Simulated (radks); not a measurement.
Br XIV, configuration [Ar] 3d4 (the NIST ground configuration). Calculated with a radial shooting solver on a logarithmic mesh with Libxc functionals: scalar-relativistic Kohn-Sham, BLYP, spin-polarised, spherical densities, finite nucleus; open shells are filled with parallel spins first; Fermi nuclear charge, rms radius 4.1629 fm. Some entries of the table are withheld. Estimate them.

| orbital | occ. | eigenvalue (eV) | r(max) (bohr) |
|---|---|---|---|
| 1s up | 1 | -13710.96 | 0.02792 |
| 1s down | 1 | -13710.93 | 0.02792 |
| 2s up | 1 | -2128.002 | 0.1592 |
| 2s down | 1 | -2121.886 | 0.1590 |
| 2p up | 3 | -1923.771 | 0.1274 |
| 2p down | 3 | -1919.183 | 0.1273 |
| 3s up | 1 | -584.1615 | 0.4665 |
| 3s down | 1 | -575.3753 | 0.4676 |
| 3p up | 3 | -518.7473 | (1) |
| 3p down | 3 | -509.8827 | (2) |
| 3d up | 4 | -415.3290 | 0.3894 |
| 3d down | 0 | -405.4341 | 0.3921 |
| 4s up | 0 | (3) | (4) |
| 4s down | 0 | (5) | (6) |
| 4p up | 0 | -230.9295 | 1.105 |
| 4p down | 0 | -228.6342 | 1.118 |

Answer. 
(1) 3p up r(max) (bohr): 0.4578
(2) 3p down r(max) (bohr): 0.4593
(3) 4s up eigenvalue (eV): -253.6325
(4) 4s up r(max) (bohr): 1.067
(5) 4s down eigenvalue (eV): -251.1454
(6) 4s down r(max) (bohr): 1.077
